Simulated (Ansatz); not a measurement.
C3H5BrSi (`[SiH3]C1=C(Br)C1`), relaxed with RKS PBE-D4/def2-SVP in Ansatz from a rough embedded geometry. The force threshold is 0.03 eV/Å; the program also tests the step.

Charge 0, multiplicity 1.

Start:

```xyz
10

Si    0.966    0.175   -1.250
C     0.043   -0.019    0.129
C    -0.103   -0.219    1.382
Br    0.349   -0.518    3.083
C    -1.313   -0.138    0.631
H     0.729    1.571   -1.859
H     2.429    0.168   -0.930
H     0.703   -0.791   -2.259
H    -1.891   -1.021    0.382
H    -1.911    0.791    0.693
```

```tsv
step	energy (eV)	largest force (eV/Å)	largest move (Å)
1	-81081.1211	5.420	0.000
2	-81081.8094	2.555	0.086
3	-81082.0187	0.333	0.099
4	-81082.0282	0.107	0.027
5	-81082.0291	0.019	0.011
```

End:

```xyz
10

Si    1.090    0.238   -1.327
C     0.021   -0.027    0.160
C    -0.199   -0.247    1.440
Br    0.526   -0.525    3.123
C    -1.453   -0.129    0.666
H     0.792    1.585   -1.927
H     2.539    0.165   -0.937
H     0.787   -0.817   -2.356
H    -2.041   -1.038    0.424
H    -2.062    0.795    0.734
```

Hardware: 4 threads of an Arm Neoverse V1 on a shared host. Wall time 8 s, peak host memory 0.17 GiB.
